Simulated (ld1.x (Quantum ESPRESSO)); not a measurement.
**PBEsol ultrasoft dataset for As, fully relativistic all-electron reference.**

| Item | Value |
| --- | --- |
| Element | As |
| Generator | ld1.x (Quantum ESPRESSO) 7.5 |
| Type | ultrasoft |
| Functional | PBEsol |
| Relativity | fully relativistic |
| Frozen core | [Ar] 3d10 |
| Valence charge | 5 |
| Reference configuration | 4s2 4p3 |
| Partial waves | 4s (bound): rcut 1.30, rcutus 1.50 bohr; 4s channel at -0.55 Ry: rcut 1.30, rcutus 1.50 bohr; 4p (bound): rcut 1.60, rcutus 1.85 bohr; 4p channel at 4.6 Ry: rcut 1.60, rcutus 1.85 bohr; 4d channel at 0.45 Ry: rcut 1.50, rcutus 1.75 bohr |
| Local potential | all-electron potential smoothed inside 1.30 bohr (lloc = -1) |
| Core correction | none |
| Augmentation charge | PSQ, inside the norm-conserving radii |

Open shells are filled in proportion to 2j + 1 (rel_dist='average').

Poles of the logarithmic derivatives, all-electron (AE) and pseudo (PS). s: poles at 1.4 (AE) and 1.4 (PS) Ry. p1/2: poles at 2.9 (AE) and 2.9 (PS) Ry. p3/2: poles at 3.0 (AE) and 3.0 (PS) Ry. d3/2: poles at -3.0 (AE) and 3.7 (PS) Ry. d5/2: poles at -2.9 (AE) and 3.6 (PS) Ry. Test radius 2.01 bohr.

- Cutoffs needed: 15 Ry and 25 Ry (the cutoffs (Ry, on a coarse ladder) from which the occupation-weighted sum of valence levels, in a spherical-Bessel basis at the reference potential, stays within 10 and 1 mRy of its value at 400 Ry)
- Ghost test: no extra level below or beside the all-electron valence levels (s, p1/2, p3/2, d3/2, d5/2 tested) (spherical-Bessel basis up to 400 Ry, 20 bohr box)
- Largest excitation error: -102 meV (all-electron minus pseudo) for 4s2 4p0, out of 7 test configurations
- Lowest eigenvalue of the overlap operator: 0.47 (s channel)
- Density cutoff estimated by the generator: 180 Ry
